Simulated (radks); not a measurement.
All-electron atom: Ba12+ in [Kr] 4d8.

All-electron calculation, scalar-relativistic Kohn-Sham, r2SCAN, spin-polarised, spherical densities, finite nucleus; open shells are filled with parallel spins first (spin-orbit coupling, left out, can overturn this in heavy ions); meta-GGA in the generalised Kohn-Sham scheme; Fermi nuclear charge, rms radius 4.8378 fm. Program: a radial shooting solver on a logarithmic mesh with Libxc functionals.

Energy parts (hartree):
| part | energy |
|---|---|
| total | -8091.8304 |
| kinetic | 8544.5091 |
| electron-nucleus | -19234.8554 |
| Hartree | 2789.4801 |
| exchange-correlation | -190.9643 |

Orbitals (lengths in bohr, moments of r in powers of bohr; <r^-3> diverges for s and p1/2; r(90%) holds 90 % of the orbital's charge):
| orbital | occ. | eigenvalue (hartree) | <r^-3> | <r^2> | r(90%) |
|---|---|---|---|---|---|
| 1s down | 1 | -1379.514 | - | 0.0008888 | 0.0461 |
| 1s up | 1 | -1379.514 | - | 0.0008888 | 0.0461 |
| 2s up | 1 | -225.4219 | - | 0.01420 | 0.170 |
| 2s down | 1 | -225.3702 | - | 0.01420 | 0.170 |
| 2p up | 3 | -202.8508 | 7029 | 0.01129 | 0.157 |
| 2p down | 3 | -202.8118 | 7031 | 0.01129 | 0.157 |
| 3s up | 1 | -53.93330 | - | 0.09676 | 0.427 |
| 3s down | 1 | -53.92274 | - | 0.09672 | 0.427 |
| 3p up | 3 | -46.65512 | 1393 | 0.09685 | 0.433 |
| 3p down | 3 | -46.63886 | 1392 | 0.09680 | 0.433 |
| 3d up | 5 | -36.12169 | 190.9 | 0.08335 | 0.416 |
| 3d down | 5 | -36.08484 | 190.8 | 0.08333 | 0.416 |
| 4s up | 1 | -16.56112 | - | 0.4922 | 0.946 |
| 4s down | 1 | -16.42949 | - | 0.4927 | 0.947 |
| 4p up | 3 | -14.14163 | 305.3 | 0.5467 | 1.00 |
| 4p down | 3 | -14.01061 | 304.9 | 0.5479 | 1.01 |
| 4d up | 5 | -10.58192 | 36.13 | 0.6437 | 1.11 |
| 4d down | 3 | -10.45329 | 36.07 | 0.6468 | 1.11 |

The highest occupied level is 4d down at -284.45 eV. Spin moment in Bohr magnetons: 2. Summed over all electrons, <r^2> = 11.13 bohr^2, which gives a Langevin (diamagnetic) susceptibility term of -8.82 x 10^-6 cm^3/mol. For comparison, the ionisation energy in NIST's Atomic Spectra Database is 296 eV (theoretical). In exact Kohn-Sham theory the highest level is minus the ionisation energy, but local and semilocal functionals leave it too shallow, through self-interaction and a potential that decays too fast; potentials with the right tail come closer. The spin density at the nucleus is -2.094 e/bohr^3 (1s -0.067, 2s -4.353, 3s 2.202, 4s 0.123).
